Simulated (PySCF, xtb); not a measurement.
NbOBr2, SMILES [O]=[Nb]([Br])[Br] (connectivity only; charge and spin as stated), neutral, multiplicity 2.

Harmonic wavenumbers (cm⁻¹) from GFN2-xTB run with xtb at its own minimum, in rising order: 31, 65, 126, 237, 317, 880.

Question: What does PySCF with B3LYP-D3(BJ)/def2-SVP give at its own minimum? (Estimate from the structure and the level; the computed values follow.)

Answer: 32, 69, 182, 245, 352, 1035. Paired by order, the mean absolute difference is 43 cm⁻¹ and the zero-point energies are 2.4 and 2.7 kcal/mol.
